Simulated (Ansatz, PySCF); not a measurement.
Molecule: sum formula HSiO2, net charge 0, doublet state. It need not be the lowest isomer of its formula. SMILES: [O][Si]O
Structure (B3LYP-D3(BJ)/def2-TZVP (Ansatz, a quantum-chemistry and plane-wave program) minimum search):
```xyz
4

Si    -0.3586    -0.1016    -0.1448
O     -0.5497    -0.1792     1.3687
O      1.0441     0.3150    -0.8842
H      1.0643     0.3351    -1.8479
```
Charge 0, spin multiplicity 2.

Quantity: atomisation energy (electronic, to ground-state atoms), in kcal/mol. Valence correlation only, unless marked. Open shells are spin-unrestricted. Spin-orbit coupling is left out. Non-relativistic. The coupled-cluster limit lacks core correlation, which all-electron functionals hold. CBS marks a two-point X^-3 extrapolation of the correlation energy; Hartree-Fock from the larger set. [CCSD(T)-MP2]/basis is that difference in the basis named.

| level | program | atomisation energy (kcal/mol) |
|---|---|---|
| HF-D4/def2-TZVPD | PySCF + dftd4 | 225.6 |
| PBE-D3(BJ)/def2-TZVPD | Ansatz + dftd3 | [?] |
| BLYP/def2-TZVPD | Ansatz | [?] |
| revPBE/def2-TZVPD | Ansatz | 356.6 |
| PBE0/STO-3G | Ansatz | 319.2 |
| PBE0/def2-SVP | Ansatz | 339.9 |
| PBE0-D4/def2-TZVP | Ansatz + dftd4 | [?] |
| TPSSh-D4/def2-TZVPD | PySCF + dftd4 | 353.2 |
| r2SCAN0-D4/def2-TZVPD | Ansatz + dftd4 | [?] |
| MN15/def2-TZVPD | PySCF | 368.1 |
| LC-wPBE/def2-TZVPD | Ansatz | 356.3 |
| wB97M-V/def2-TZVPD | Ansatz | 360.0 |
| wB97X/def2-TZVPD | Ansatz | 356.4 |
| B2GP-PLYP/def2-TZVPD | Ansatz | 355.4 |
| RPA@PBE/cc-pV(T+d)Z | Ansatz | 327.4 |
| SCS-MP2/cc-pV(T+d)Z | Ansatz | 357.4 |
| CCSD/STO-3G | Ansatz | 239.6 |
| CCSD/6-31G* | Ansatz | 304.3 |
| CCSD/aug-cc-pV(T+d)Z | Ansatz | 339.0 |
| RI-MP2/CBS(aug-cc-pV(T+d)Z,aug-cc-pV(Q+d)Z)+[CCSD(T)-MP2]/aug-cc-pV(T+d)Z | Ansatz | 362.2 |

Question: What belongs in the gaps?

Answer: 
- PBE-D3(BJ)/def2-TZVPD, atomisation energy (kcal/mol): 374.5
- BLYP/def2-TZVPD, atomisation energy (kcal/mol): 365.8
- PBE0-D4/def2-TZVP, atomisation energy (kcal/mol): 353.0
- r2SCAN0-D4/def2-TZVPD, atomisation energy (kcal/mol): 346.6
